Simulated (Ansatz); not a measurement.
What each rung costs, and what it gives

The pair of SiH3Cl (SMILES [SiH3]Cl, atoms 1–5) and H2Te (SMILES [TeH2], atoms 6–8), both closed shells, in one local arrangement (a lower one may exist), relaxed at PBE0-D4/def2-TZVP:

Si1  (0.102, 0.116, -1.488)
Cl2  (-1.511, -0.909, -0.725)
H3  (0.063, 1.507, -0.986)
H4  (-0.017, 0.098, -2.965)
H5  (1.344, -0.567, -1.064)
Te6  (0.646, 0.311, 2.616)
H7  (-0.932, 0.718, 2.332)
H8  (0.305, -1.273, 2.280)
(Å)

Interaction energies are counterpoise-corrected; the time is that of the whole pair.

Computed with Ansatz 0.2.0 (basis: as named in each row); correlated methods freeze the cores. Filled d shells of the heavier atoms are correlated. Core potentials replace the inner electrons of the atoms past krypton. The def2 sets are not built for correlating such inner shells, so the correlated values are less sure here. B3LYP uses VWN-RPA correlation. Extrapolation: Hartree–Fock as exp(−7.88 √X), correlation as X^−2.97.

Times are rough, for one single point on 4 threads of a shared host (Arm Neoverse V2).

The estimate by CCSD(T) at an estimated basis limit (MP2 extrapolated from triple and quadruple zeta, plus CCSD(T) − MP2 in triple zeta) is -0.079 eV.

```
   method        basis  time (s)  interaction energy (eV)  method less estimate
    SPW92     def2-SVP   under 1                   -0.114                -0.036
   PBE-D4     def2-SVP   under 1                   -0.097                -0.018
  PBE0-D4     def2-SVP   under 1                   -0.097                -0.019
   PBE-D4  def2-TZVPPD         2                   -0.101                -0.022
revPBE-D4  def2-TZVPPD         2                   -0.089                -0.011
  CCSD(T)     def2-SVP         2                   -0.001                 0.077
  BLYP-D4  def2-TZVPPD         2                   -0.086                -0.008
  PBE0-D4  def2-TZVPPD         3                   -0.096                -0.018
 B3LYP-D4  def2-TZVPPD         3                   -0.092                -0.013
 HSE06-D4  def2-TZVPPD         3                   -0.096                -0.017
  wB97M-V     def2-SVP         4                   -0.078                 0.000
r2SCAN-D4  def2-TZVPPD         4                   -0.073                 0.005
   B2PLYP  def2-TZVPPD         5                   -0.010                 0.068
  wB97X-V  def2-TZVPPD         6                   -0.080                -0.001
   B97M-V  def2-TZVPPD         8                   -0.075                 0.004
  wB97M-V  def2-TZVPPD         8                   -0.085                -0.006
      MP2  def2-QZVPPD        13                   -0.085                -0.007
  CCSD(T)  def2-TZVPPD       130                   -0.057                 0.022
```

No T1 diagnostic of these runs exceeds 0.011.
